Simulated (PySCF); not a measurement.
H3Cl3Si2, singlet, geometry from GFN2-xTB. Base run: PySCF with M062X/6-31G.

PySCF was given this input:
```python
from pyscf import gto, scf, dft, solvent

mol = gto.M(
    atom='''
Si    2.27147817   -0.40342840    0.07866731
Si   -0.01752424    0.00311241   -0.00060691
Cl   -0.96462380   -1.15341406   -1.38032149
Cl   -0.44768586    1.93285243   -0.47938434
Cl   -0.93360118   -0.36279027    1.77846072
H     2.53123583   -1.80128009    0.42598990
H     2.90825981    0.44966025    1.08308020
H     2.88563374   -0.12697400   -1.22074881
''',
    basis='6-31g',
    verbose=4,
)

mf = dft.RKS(mol)
mf.xc = 'm062x'
mf.kernel()
mf.analyze()
```

Variants of this job, named by their change:

| change | ΔE vs base (kJ/mol) | dipole (D) | HOMO-LUMO gap (eV) |
|---|---|---|---|
| base | 0.00 | 3.28 | 9.98 |
| model = C-PCM; solvent = toluene | -8.23 | 3.71 | 10.00 |
| model = IEF-PCM; solvent = toluene; vdw_scale = 1.1 | -10.70 | 3.72 | 10.00 |
| model = IEF-PCM; solvent = tetrahydrofuran | -12.01 | 3.94 | 10.01 |
| model = IEF-PCM; solvent = toluene; vdw_scale = 1.0 | -17.74 | 3.77 | 10.00 |
| model = COSMO; solvent = toluene | -6.70 | 3.63 | 10.00 |
| model = IEF-PCM; solvent = toluene | -6.87 | 3.67 | 10.00 |
| model = IEF-PCM; solvent = toluene; lebedev_order = 41 | -6.88 | 3.67 | 10.00 |
| model = IEF-PCM; solvent = toluene; vdw_scale = 1.4 | -3.57 | 3.57 | 10.00 |
| model = IEF-PCM; solvent = water | -14.81 | 4.08 | 10.01 |
| model = IEF-PCM; solvent = toluene; lebedev_order = 11 | -7.02 | 3.67 | 10.00 |
| model = IEF-PCM; solvent = toluene; r_probe = 0.5 | -3.06 | 3.54 | 10.00 |

The base is the gas phase, so ΔE is the electrostatic part of solvation at a fixed geometry, without cavity and dispersion terms.
